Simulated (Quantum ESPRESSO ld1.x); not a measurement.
Values are calculated unless marked as measured or tabulated.
Species: neutral nickel. Configuration: [Ar] 3d8 4s2 (the NIST ground configuration).

Code: ld1.x of Quantum ESPRESSO 7.5. Model: non-relativistic Kohn-Sham, PBEsol, spin-unpolarised, spherical densities, point nucleus.

Energy parts (hartree):
total: -1506.711
kinetic: 1505.453
electron-nucleus: -3597.635
Hartree: 646.843
exchange-correlation: -61.371

Orbitals (lengths in bohr, moments of r in powers of bohr; r(max) is where P^2 peaks):
orbital  occ.  eigenvalue (hartree)   <1/r>  r(max)      <r>     <r^2>
1s          2             -298.2019   27.49   0.036  0.05487  0.004035
2s          2              -35.3480   5.945   0.208   0.2485   0.07279
2p          6              -30.8685   5.906   0.167   0.2167   0.05760
3s          2               -3.9606   1.885   0.649   0.7504    0.6507
3p          6               -2.5937   1.758   0.649   0.7832    0.7247
3d          8               -0.3397   1.367   0.630    1.004     1.366
4s          2               -0.2036  0.4587    2.27    2.836     9.407

The highest occupied level is 4s at -5.542 eV. Virial ratio -V/T = 2.00084.
